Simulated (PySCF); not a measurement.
**Working out the ionisation energy of As²⁺**

As²⁺ [Ar] 3d10 4s2 4p1 (2P) → As³⁺ [Ar] 3d10 4s2 (1S). Computed with PySCF 2.14 in x2c-TZVPPall (6s5p4d1f, 48 functions), with the spin-free X2C one-electron Hamiltonian (Gaussian nucleus). Frozen: [Ne]. Energies in hartree (1 hartree = 27.21139 eV):

| part | As²⁺ (lower) | As³⁺ (upper) |
| --- | --- | --- |
| UHF | -2258.004112 | -2256.997527 |
| MP2 opposite-spin | -0.201389 | -0.192054 |
| MP2 same-spin | -0.090590 | -0.084702 |

Problem. What does Hartree-Fock give?

Solution. (-2256.997527) − (-2258.004112) = 1.006585 hartree = 27.391 eV.

Problem. What do MP2 and SCS-MP2 (6/5 opposite-spin, 1/3 same-spin) give?

Solution. The opposite-spin parts differ by 0.254 eV and the same-spin parts by 0.160 eV. MP2: 27.391 + (0.254) + (0.160) = 27.805 eV. SCS-MP2: 27.391 + 1.2 × (0.254) + (0.160)/3 = 27.749 eV.

A first-order spin-orbit estimate adds 0.224 eV to MP2 (valence and next inner shell), giving 28.029 eV against 28.349 ± 0.012 eV (measured; NIST Atomic Spectra Database, ionization energies).

What remains against the reference includes basis incompleteness, the frozen core and correlation beyond second order.
